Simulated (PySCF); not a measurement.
C4H11NSi.
Atom-mapped SMILES: `[CH3:1][C@@H:2]1[CH2:3][CH2:4][NH:5][SiH2:6]1` (hydrogens: H7, H8, H9 on C1; H10 on C2; H11, H12 on C3; H13, H14 on C4; H15 on N5; H16, H17 on Si6)

The closed-shell ground state was solved at several levels (PySCF, density fitting, gas phase, non-relativistic). Isolated species at its PBE0-D3(BJ)/def2-SVP geometry (one conformer only).

```csv
level,basis functions,HOMO (eV),LUMO (eV),gap (eV),dipole (D)
PBE0/pcSseg-1,164,-6.47,0.84,7.31,0.99
wB97X-D/def2-SVPD,212,-8.41,2.22,10.63,0.96
```

(1) Estimate the row for PBE/pcSseg-1, a basis of 164 functions; the other rows only guide the guess.

(2) Over all these levels, which gives the widest orbital gap and which the narrowest?

(3) How far do the dipole and the HOMO energy spread over the levels?

## Answers

(1) HOMO -5.11 eV, LUMO -0.02 eV, gap 5.09 eV, dipole 1.02 D.

(2) wB97X-D/def2-SVPD (range-separated hybrid) has the widest, 10.63 eV, and PBE/pcSseg-1 (GGA) the narrowest, 5.09 eV. Functional and basis both differ between the two, so the spread mixes both effects.

(3) The dipole runs from 0.96 to 1.02 D (mean 0.99 D) and the HOMO from -8.41 to -5.11 eV.
